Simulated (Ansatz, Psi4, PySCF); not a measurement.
Cl$_{4}$Sn, singlet, geometry from GFN2-xTB (such geometries of metal compounds can be far from the true shape) (all electrons, no relativity). Base run: PySCF with B3LYP5/STO-3G.

Geometry (Å):
```xyz
5

Cl    -1.8003    -0.8442    -1.1885
Sn     0.0000     0.0000     0.0000
Cl    -0.3168     2.2636     0.3771
Cl     1.9453    -0.3151    -1.2178
Cl     0.1718    -1.1043     2.0291
```
Charge 0, spin multiplicity 1.
All else is at PySCF's defaults.

The same geometry, method and basis name were run in Ansatz (a first-principles code) and Psi4 and PySCF, at each program's defaults and at the settings that a row names. The base is PySCF at its defaults. Differences at the defaults can come from grids, fitting, cores and function types together.

| code and settings | ΔE vs base (mEh) | basis functions | E (Eh) | SCF cycles |
|---|---|---|---|---|
| PySCF, defaults (exact integrals, its default grid, spherical functions) | 0.000 | 63 | -7785.84619 | 6 |
| Ansatz, defaults (factorised integrals, its default grid, spherical functions) | 0.006 | 63 | -7785.84619 | - |
| PySCF, fine grid | -0.007 | 63 | -7785.84620 | 6 |
| Psi4, exact integrals, spherical functions, fine grid | 0.003 | 63 | -7785.84619 | 6 |
| Ansatz, high accuracy | -0.008 | 63 | -7785.84620 | - |
